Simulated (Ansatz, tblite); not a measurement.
Cost and result up the ladder for ZrO₂⁻ (3 atoms). Total charge -1; doublet. Geometry: PBE-D4/def2-TZVPD.

```xyz
3

Zr   -0.3425    0.1093   -0.6112
O    -1.1172   -0.0880    1.0217
O     1.4598   -0.0213   -0.4105
```

Ansatz on 4 threads of Arm Neoverse N1 on a shared host; xTB runs through tblite on one thread. Times are rough, summed over both states, and most runs start from the orbitals of an earlier one. CCSD(T)/def2-TZVPPD serves as the yardstick here, not as an exact answer. The other state is a singlet.

In the def2 sets Zr takes a core potential; there is no spin–orbit coupling. The xTB rows come from tblite. Correlated methods freeze 2 core orbitals; core or outer-core shells of Zr are correlated, in sets that lack core-valence functions. The structure comes from a short search, and lower isomers may exist.

Correlated methods converge slowly with the basis.

Raw xTB energies of ions are shifted by several eV, and xTB has no spin-polarisation term.

| level | functions | vertical IE (eV) | difference from CCSD(T)/def2-TZVPPD (eV) | remarks |
| --- | --- | --- | --- | --- |
| GFN2-xTB | 17 | 5.37 | 3.68 | – |
| GFN1-xTB | 17 | 5.43 | 3.73 | – |
| PBE-D4/def2-TZVPD | 120 | 1.68 | -0.01 | HOMO above zero (-1 doublet) |
| PBE0-D4/def2-TZVPD | 120 | 1.76 | 0.07 | – |
| CCSD(T)/def2-TZVPPD | 136 | 1.70 | 0.00 | test for broken spin undecided (singlet) |
| r2SCAN-D4/def2-TZVPD | 120 | 1.71 | 0.01 | HOMO above zero (-1 doublet) |

Task: Estimate how long each takes.

Result: GFN1-xTB 0.005 s; GFN2-xTB 0.007 s; PBE-D4/def2-TZVPD 3 s; PBE0-D4/def2-TZVPD 5.3 s; r2SCAN-D4/def2-TZVPD 7 s; CCSD(T)/def2-TZVPPD 26 s. On shared hardware such times vary by a factor of up to 3.
